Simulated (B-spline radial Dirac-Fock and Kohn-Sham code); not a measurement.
**Binding energies of Ir²⁷⁺**

System: iridium as Ir²⁷⁺, [Kr] 4d10 4f4; nuclear rms radius 5.4032 fm (A = 193).

The run's input, task.json:

```json
{"items": [{
  "Z": 77,
  "q": 27,
  "cfg": [[1, 0, 2], [2, 0, 2], [2, 1, 6], [3, 0, 2], [3, 1, 6], [3, 2, 10], [4, 0, 2], [4, 1, 6], [4, 2, 10], [4, 3, 4]],
  "A": 193,
  "rrms": 5.4032,
  "do": ["binding"]
}]}
```

Run with: `python xray_run.py task.json out`

Level of theory: Dirac-Fock energy differences between relaxed states, corrected for Breit and QED terms; an atomic code on a B-spline grid. The model has no electron correlation. Energies are counted from the vacuum level.

All terms are in eV, carry their sign (relaxation lowers the binding energy) and add up to the binding energy; ⟨r⟩ is the mean radius of the orbital in the initial state.

| subshell | −ε (Koopmans) | relaxation | Gaunt | retardation | self-energy | vacuum polarisation | binding energy | ⟨r⟩ (bohr) |
| --- | --- | --- | --- | --- | --- | --- | --- | --- |
| K | 77502.3 | -71.65 | -288.47 | 26.65 | -171.59 | 34.03 | 77031.2 | 0.017 |
| L1 | 14439.2 | -35.23 | -32.49 | 2.38 | -25.19 | 4.70 | 14353.4 | 0.073 |
| L2 | 13840.8 | -39.94 | -55.57 | 5.93 | -0.45 | 0.25 | 13751.1 | 0.060 |
| L3 | 12211.1 | -36.45 | -37.95 | 8.18 | -1.95 | -0.16 | 12142.8 | 0.069 |
| M1 | 4128.1 | -13.14 | -6.18 | 0.42 | -5.85 | 1.06 | 4104.4 | 0.189 |
| M2 | 3862.0 | -14.14 | -10.66 | 1.00 | -0.23 | 0.06 | 3838.0 | 0.179 |
| M3 | 3498.0 | -12.68 | -7.04 | 1.58 | -0.50 | -0.05 | 3479.3 | 0.194 |
| M4 | 3060.7 | -15.16 | -4.70 | 0.42 | 0.41 | -0.05 | 3041.7 | 0.170 |
| M5 | 2983.1 | -14.60 | -3.27 | 0.45 | 0.20 | -0.05 | 2965.8 | 0.174 |
| N1 | 1551.7 | -2.56 | -1.63 | 0.14 | -1.60 | 0.29 | 1546.3 | 0.406 |
| N2 | 1436.0 | -2.63 | -2.73 | 0.28 | -0.06 | 0.02 | 1430.9 | 0.407 |
| N3 | 1338.1 | -2.22 | -1.76 | 0.44 | -0.13 | -0.01 | 1334.4 | 0.432 |
| N4 | 1146.5 | -2.35 | -1.03 | 0.11 | 0.10 | -0.01 | 1143.3 | 0.431 |
| N5 | 1127.0 | -2.20 | -0.67 | 0.13 | 0.05 | -0.01 | 1124.3 | 0.439 |
| N6,7 | 900.3 | -2.46 | 0.00 | 0.01 | 0.07 | -0.01 | 897.9 | 0.424 |

For the deepest level, K (1s), the Breit terms make up -0.340 % of the binding energy, QED -0.179 % and orbital relaxation -0.093 %.

Spin-orbit splittings: 2p 1608.3 eV, 3p 358.7 eV, 3d 75.86 eV, 4p 96.56 eV, 4d 19.09 eV.

Going to the tabulated ground configuration of the next ion removes an electron from N6,7 (4f), computed at 897.9 eV. NIST lists 920 ± 50 eV as the ionisation energy of this species (theoretical), +22.08 eV from the computed value, within the stated uncertainty.
